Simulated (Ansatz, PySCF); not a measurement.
Donor–acceptor adduct: AlH3 (SMILES [AlH3]) (first 4 atoms) with AsH3 (SMILES [AsH3]); geometry from B3LYP-D3(BJ)/def2-TZVP.
(charge 0, multiplicity 1):
```tsv
atom	x (Å)	y (Å)	z (Å)
Al	0.2822	0.6255	0.5610
H	-0.5405	-0.2926	-0.4415
H	-0.2475	2.0913	0.8698
H	1.8116	0.2894	0.8303
As	-0.6518	-0.4896	2.7987
H	-0.1867	0.0103	4.1465
H	-0.4327	-1.9611	3.0628
H	-2.1331	-0.4681	3.0957
```

Counterpoise-corrected where a basis set is named; no monomer relaxation. Rows marked so take none.

Rows in 3-21G, STO-3G carry no dispersion term and start afresh at each structure; the Pople sets are all-electron and without relativity.

Codes used: Ansatz (an electronic-structure program); PySCF for 3-21G rows, STO-3G rows. 

**Question.** One of these levels gives -66.3 kJ/mol for the interaction energy. Which one is it?
(A) B97M-V/def2-TZVPPD
(B) BHLYP/def2-TZVPPD
(C) HF/STO-3G (no counterpoise)
(D) HF/3-21G (no counterpoise)

**Answer.** A, B97M-V/def2-TZVPPD. The others give -94.1 (HF/STO-3G (no counterpoise)), -44.6 (HF/3-21G (no counterpoise)), -55.1 (BHLYP/def2-TZVPPD)
